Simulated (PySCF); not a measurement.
From one molecule to another.

First species: 2-(2-thienyl)pyridine, C9H7NS.
Numbering: `[cH:1]1[cH:2][cH:3][c:4](-[c:5]2[cH:6][cH:7][cH:8][s:9]2)[n:10][cH:11]1` (hydrogens: H12 on C1; H13 on C2; H14 on C3; H15 on C6; H16 on C7; H17 on C8; H18 on C11)

Second species: C6H9N3.
Cartesian coordinates in Å at the GFN2-xTB level; atoms count from 1:
```xyz
18
C6H9N3 angstrom
C      2.134   -1.189   -0.479
N      1.596    0.089   -0.119
N      2.396    1.136    0.075
N      1.682    2.151    0.377
C      0.387    1.795    0.390
C      0.300    0.452    0.070
C     -0.836   -0.460   -0.062
C     -2.004   -0.329    0.882
C     -2.159    0.071   -0.547
H      1.890   -1.939    0.275
H      3.215   -1.075   -0.541
H      1.748   -1.511   -1.449
H     -0.384    2.500    0.619
H     -0.568   -1.463   -0.371
H     -1.959    0.448    1.628
H     -2.481   -1.236    1.221
H     -2.745   -0.556   -1.201
H     -2.220    1.123   -0.778
```

Levels: PBE0/pcSseg-1 for dipole moment, HOMO energy, LUMO energy and HOMO–LUMO gap; GFN2-xTB for rotational constant A and rotational constant C. Geometries: GFN2-xTB. Each species is one conformer at its optimised geometry, gas phase, non-relativistic unless stated. Electronic properties by PySCF.

The conformers computed, where there is a choice (atom-mapped SMILES and torsion angles):
- `[cH:1]1[cH:2][cH:3][c:4](-[c:5]2[cH:6][cH:7][cH:8][s:9]2)[n:10][cH:11]1`: C3–C4–C5–C6 180°
- `[CH3:1][n:2]1[n:3][n:4][cH:5][c:6]1[CH:7]1[CH2:8][CH2:9]1`: C5–C6–C7–C8 -37°

(1) Which has the higher dipole moment?

(2) Which of the two has the higher rotational constant A, and by how much?

(3) Which of the two has the higher HOMO energy, and by how much?

(4) Which of the two has the higher rotational constant C, and by how much?

(5) Which has the higher LUMO energy?

(6) Which of the two has the higher HOMO–LUMO gap, and by how much?

Answers

(1) The second: 5.31 D against 1.19 D, a difference of 4.12 D.

(2) The second: 3.141 GHz against 2.838 GHz, a difference of 0.303 GHz.

(3) The first: -6.40 eV against -6.86 eV, a difference of 0.46 eV.

(4) The second: 1.013 GHz against 0.517 GHz, a difference of 0.496 GHz.

(5) The second: 0.20 eV against -1.50 eV, a difference of 1.70 eV.

(6) The second: 7.06 eV against 4.90 eV, a difference of 2.16 eV.

On the first: The dipole matches unit charges of opposite sign 0.25 Å apart (1 e·Å = 4.8032 D).

On the second: The dipole equals about 17.7 × 10⁻³⁰ C·m (1 D = 3.33564 × 10⁻³⁰ C·m).
